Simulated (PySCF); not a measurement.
## LiCa: script and output

The script input.py:

```python
from pyscf import gto, scf

mol = gto.M(
    atom='Li 0 0 0; Ca 0 0 2.875',
    basis='lanl2dz',
    ecp={'Ca': 'lanl2dz'},
    charge=0,
    spin=1,
    verbose=4,
)
mf = scf.ROHF(mol)
mf = mf.density_fit(auxbasis='def2-universal-jkfit')
mf.kernel()
mf.nuc_grad_method().kernel()
mf.dip_moment()
print('orbital energies (hartree):', mf.mo_energy[..., max(0, mol.nelec[1]-3):mol.nelec[0]+3].round(4))
```

```bash
$ OMP_NUM_THREADS=1 python input.py
```

It prints (some set-up lines and the per-cycle HOMO/LUMO lines with their warnings removed):

```
PySCF version 2.14.0

[INPUT] verbose = 4
[INPUT] num. atoms = 2
[INPUT] num. electrons = 13
[INPUT] charge = 0
[INPUT] spin (= nelec alpha-beta = 2S) = 1
[INPUT] symmetry False subgroup None
[INPUT] Mole.unit = angstrom
[INPUT] Symbol           X                Y                Z      unit          X                Y                Z       unit  Magmom
[INPUT]  1 Li     0.000000000000   0.000000000000   0.000000000000 AA    0.000000000000   0.000000000000   0.000000000000 Bohr   0.0
[INPUT]  2 Ca     0.000000000000   0.000000000000   2.875000000000 AA    0.000000000000   0.000000000000   5.432962608125 Bohr   0.0

nuclear repulsion = 5.52184915742609
number of shells = 10
number of NR pGTOs = 42
number of NR cGTOs = 21
basis = lanl2dz
ecp = {'Ca': 'lanl2dz'}

******** <class 'pyscf.df.df_jk.DFROHF'> ********
method = DFROHF
initial guess = minao
damping factor = 0
level_shift factor = 0
DIIS = <class 'pyscf.scf.diis.CDIIS'>
diis_start_cycle = 1
diis_space = 8
diis_damp = 0
SCF conv_tol = 1e-09
SCF conv_tol_grad = None
SCF max_cycles = 50
direct_scf = False
num. doubly occ = 6  num. singly occ = 1
Set gradient conv threshold to 3.16228e-05
******** <class 'pyscf.df.df.DF'> ********
auxbasis = def2-universal-jkfit
init E= -46.3636123546041
cycle= 1 E= -43.2859661286895  delta_E= 3.08  |g|= 0.701  |ddm|= 6.83
cycle= 2 E= -43.6232436452488  delta_E= -0.337  |g|= 0.0896  |ddm|= 6.77
cycle= 3 E= -43.6308311279815  delta_E= -0.00759  |g|= 0.0132  |ddm|= 0.376
cycle= 4 E= -43.6313056421202  delta_E= -0.000475  |g|= 0.00497  |ddm|= 0.0898
cycle= 5 E= -43.6315310971737  delta_E= -0.000225  |g|= 0.00377  |ddm|= 0.0559
cycle= 6 E= -43.6318529292591  delta_E= -0.000322  |g|= 0.00153  |ddm|= 0.12
cycle= 7 E= -43.6318872851279  delta_E= -3.44e-05  |g|= 0.000423  |ddm|= 0.0673
cycle= 8 E= -43.6318891552479  delta_E= -1.87e-06  |g|= 0.000238  |ddm|= 0.0225
cycle= 9 E= -43.6318901898984  delta_E= -1.03e-06  |g|= 5.58e-05  |ddm|= 0.00627
cycle= 10 E= -43.6318902370582  delta_E= -4.72e-08  |g|= 9.78e-06  |ddm|= 0.00138
cycle= 11 E= -43.6318902375449  delta_E= -4.87e-10  |g|= 4.26e-06  |ddm|= 0.000281
Extra cycle  E= -43.631890237745  delta_E= -2e-10  |g|= 3.04e-06  |ddm|= 4.68e-05
converged SCF energy = -43.631890237745

******** <class 'pyscf.df.grad.rohf.Gradients'> for <class 'pyscf.df.df_jk.DFROHF'> ********
unit = Eh/Bohr
--------------- DFROHF gradients ---------------
         x                y                z
0 Li     0.0000000000     0.0000000000     0.0230121760
1 Ca    -0.0000000000    -0.0000000000    -0.0230121760
----------------------------------------------
Dipole moment(X, Y, Z, Debye):  0.00000,  0.00000, -2.58638
orbital energies (hartree): [-1.352  -1.35   -0.223  -0.0635  0.0158  0.0158  0.0302]
```

In short: E(SCF) = -43.631890 Eh, 11 cycles, μz(SCF) = -2.59 D, gradient on the second atom -0.0230 Eh/bohr.

Run time: 0.95 s on 1 thread of Arm Neoverse V1 (shared host).

The bond length is a typed value, not an optimised one. No search for the lowest solution was made.
